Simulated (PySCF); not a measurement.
H2Se2Te. Atoms are numbered in the order given.

```xyz
5

Te     0.0000     0.0000    -0.9071
Se    -2.0163     0.0440     0.6693
H     -2.1222    -1.4229     0.8288
Se     2.0163    -0.0440     0.6693
H      2.1222     1.4229     0.8288
```

Geometry: B3LYP-D3(BJ)/def2-SVP. The structure was generated by enumeration, and PubChem lists no compound with its InChIKey, so it may never have been made. The def2 effective core potentials stand for the cores of Te; spin–orbit coupling is left out. The values are those of a single conformer.

The numbers are results of TDA-PBE/def2-SVPD run with PySCF, not measurements.

Vertical excitations. Isolated molecule, no solvent. State labels are in the subgroup C2.

Computed excitation energies, oscillator strengths and character:
| state | symmetry | energy (eV) | λ (nm) | f | main pairs |
|---|---|---|---|---|---|
| S1 | B | 2.93 | 423 | 0.002 | HOMO→LUMO 99 % |
| S2 | A | 3.25 | 381 | 0.001 | HOMO→LUMO+1 99 % |
| S3 | B | 3.34 | 371 | 0.032 | HOMO−1→LUMO 85 %, HOMO−2→LUMO+1 14 % |
| S4 | A | 3.36 | 369 | 0.000 | HOMO−2→LUMO 68 %, HOMO−1→LUMO+1 31 % |
| S5 | A | 3.51 | 354 | 0.010 | HOMO−1→LUMO+1 68 %, HOMO−2→LUMO 30 % |
| S6 | B | 4.22 | 294 | 0.105 | HOMO−2→LUMO+1 71 % |
| S7 | B | 4.63 | 268 | 0.041 | HOMO→LUMO+2 92 % |
| S8 | B | 4.88 | 254 | 0.016 | HOMO−1→LUMO+2 98 % |
| S9 | A | 5.05 | 245 | 0.003 | HOMO→LUMO+3 96 % |
| S10 | A | 5.16 | 240 | 0.008 | HOMO−2→LUMO+2 92 % |
| T1 | B | 2.33 | 532 | 0 | HOMO→LUMO 100 % |
| T2 | B | 2.65 | 468 | 0 | HOMO−1→LUMO 99 % |
| T3 | A | 2.73 | 454 | 0 | HOMO→LUMO+1 100 % |
| T4 | A | 2.99 | 414 | 0 | HOMO−2→LUMO 97 % |
Triplets are in the Tamm–Dancoff approximation.
